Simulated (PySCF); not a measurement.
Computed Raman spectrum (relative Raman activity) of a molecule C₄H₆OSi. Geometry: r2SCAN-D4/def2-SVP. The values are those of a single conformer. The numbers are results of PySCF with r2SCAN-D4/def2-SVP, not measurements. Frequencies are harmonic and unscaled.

Lines under 2 % of the strongest are left out, and lines within 2 cm⁻¹ are merged.

| ν (cm⁻¹) | relative intensity |
|---|---|
| 351 | 2.6 |
| 572 | 3.6 |
| 587 | 2.7 |
| 702 | 3.4 |
| 941 | 5.3 |
| 1117 | 3.1 |
| 1384 | 8.1 |
| 1626 | 4.4 |
| 1802 | 5.1 |
| 2219 | 100 |
| 3017 | 56 |
| 3060 | 33 |
| 3132 | 44 |
| 3185 | 46 |

Pick the molecule that these values belong to.
A) O=C1C=CC[SiH2]1
B) C=C=C1C[SiH2]O1
C) O=C1CC=C[SiH2]1
D) CC#C[SiH2]C=O

C, O=C1CC=C[SiH2]1
